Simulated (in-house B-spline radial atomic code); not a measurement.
Solving the quasi-particle equation for 6s up of Ba+

Configuration [Xe] 6s1, highest spin, start HSE06; correlation leaves out the 2 deepest shells. Computed with a B-spline radial code for spherical atoms: all electrons, scalar-relativistic (spin-free one-electron X2C), finite nucleus, each spin shell either full or empty, empty states to l = 9 with an (l + 1/2)⁻⁴ tail; G0W0 by contour deformation at full frequency.

RPA overbinds a lone outer s electron by self-correlation, and G0W0 tends to as well.

At the mean-field level ε = -8.055 eV the matrix elements are Σx = -7.279 eV, v_xc = -5.983 eV and Σc(ε) = -1.378 eV, and the slope of the correlation self-energy is dΣc/dω = -0.1573. The quasi-particle energy solves E = ε + Σx − v_xc + Σc(E).

Q: What does the linearised equation give?

A: Z = 1/(1 − dΣc/dω) = 1/1.1573 = 0.8641. The first-order shift is Σx − v_xc + Σc(ε) = -7.279 − (-5.983) + (-1.378) = -2.674 eV, so E ≈ ε + Z × shift = -8.055 + 0.8641 × (-2.674) = -10.366 eV.

Q: How does that compare with the full solution and with static screening?

A: Solving the equation at full frequency dependence gives E = -10.438 eV, where Σc = -1.087 eV and the weight is 0.899; the linearised value is off by 72 meV. Leaving Z out would give -10.729 eV. Static COHSEX puts -2.465 eV in place of Σc and gives -11.816 eV, 1.38 eV deeper. The tabulated removal energy is 10.004 eV (NIST, measured); the run leaves out spin-orbit coupling, Breit and QED terms.
